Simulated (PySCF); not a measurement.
## How the method moves the gas-phase deprotonation enthalpies of temed

Structure: `CN(C)CCN(C)C` (C6H16N2). Coordinates in Å; atoms count from 1 in this order:
```
C     1.4001    1.2517   -0.8179
N     1.7042   -0.0754   -0.3332
C     3.0365   -0.1472    0.2120
C     0.7130   -0.6081    0.5764
C    -0.5844   -1.0688   -0.0758
N    -1.4532   -0.0319   -0.5958
C    -2.4563   -0.5668   -1.4807
C    -2.0281    0.8035    0.4278
H     1.4407    2.0174   -0.0075
H     0.3943    1.2681   -1.2570
H     2.1295    1.5434   -1.5893
H     3.2878   -1.1845    0.4819
H     3.1721    0.4857    1.1204
H     3.7678    0.1906   -0.5384
H     0.5037    0.0975    1.4152
H     1.1464   -1.5034    1.0501
H    -1.1310   -1.6992    0.6674
H    -0.3106   -1.7302   -0.9129
H    -3.0482    0.2504   -1.9209
H    -3.1641   -1.2596   -0.9685
H    -1.9798   -1.1198   -2.3043
H    -1.2442    1.2946    1.0216
H    -2.6813    0.2351    1.1304
H    -2.6371    1.5957   -0.0335
```

All levels share the PBE0-D3(BJ)/ma-def2-SVP structures and the GFN2-xTB thermal terms; only the single-point energies (PySCF) change. Values are gas-phase deprotonation enthalpies (298 K, kJ/mol).

| level | C4 |
| --- | --- |
| B3LYP/ma-def2-SVP (grid 2) | 1674 |
| M06-2X/ma-def2-SVP | 1677 |

The spread: 3 kJ/mol, from 1674 to 1677.

Known limits: ma-def2-SVP is a small basis, whose errors can reach tens of kJ/mol; C1 is not listed: the run failed or kept an imaginary mode, or the ion rearranged or equalled another.
